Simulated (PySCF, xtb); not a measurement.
Sn(NH2)(SiH3) (H5NSiSn), SMILES [NH2][Sn][SiH3] (connectivity only; charge and spin as stated), neutral, multiplicity 1. Other conformers were not sampled.

Harmonic wavenumbers (cm⁻¹) from GFN2-xTB run with xtb at its own minimum, in rising order: 21, 133, 280, 303, 371, 403, 472, 536, 606, 791, 845, 850, 1520, 2115, 2120, 2134, 3441, 3459.

**Question.** What does PBE0-D3(BJ)/def2-SVP in PySCF give at its own minimum? (Estimate from the structure and the level; the computed values follow.)

**Answer.** 40, 131, 268, 336, 429, 439, 531, 614, 681, 847, 930, 934, 1516, 2170, 2189, 2192, 3578, 3695. Paired by order, the mean absolute difference is 64 cm⁻¹ and the zero-point energies are 29.2 and 30.8 kcal/mol.
